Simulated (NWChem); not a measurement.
Molecule: CH5B; SMILES CB

All runs: NWChem. Coordinates come from a PBE0/def2-SVP optimisation. Ions are spin-unrestricted doublets at the neutral geometry; other ion states weren't tried.

### Question
Estimate the computed values for PBE/def2-SVP. Quantities: vertical ionisation energy, ΔSCF (eV); −ε(HOMO) (eV).

### Answer
```
Quantity                               Value
-------------------------------------  -----
vertical ionisation energy, ΔSCF (eV)  11.25
−ε(HOMO) (eV)                           7.44
```
